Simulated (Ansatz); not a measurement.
FHOZn, SMILES `[OH][Zn][F]`. Total charge 0; spin multiplicity 1. Correlated methods include outer-core shells of Zn, which these sets cover unevenly. Scalar relativity is left out up to krypton.

| atom | x (Å) | y (Å) | z (Å) |
| --- | --- | --- | --- |
| O1 | 0.522 | 0.222 | 1.088 |
| Zn2 | 0.003 | -0.223 | -0.534 |
| F3 | -0.402 | -0.715 | -2.151 |
| H4 | -0.123 | 0.716 | 1.597 |

(1) Give the diagnostics of a CCSD(T)/def2-TZVPP run (frozen core, Ansatz 0.2.0). (An estimate is asked.)

Answers

(1) Computed: T1 = 0.0170, largest single amplitude 0.040, largest double 0.031, (T) share of the correlation energy 2.5 %, 12 CCSD cycles. The RHF solution is stable towards an unrestricted one. T1 lies under the customary mark of 0.02 for closed shells.
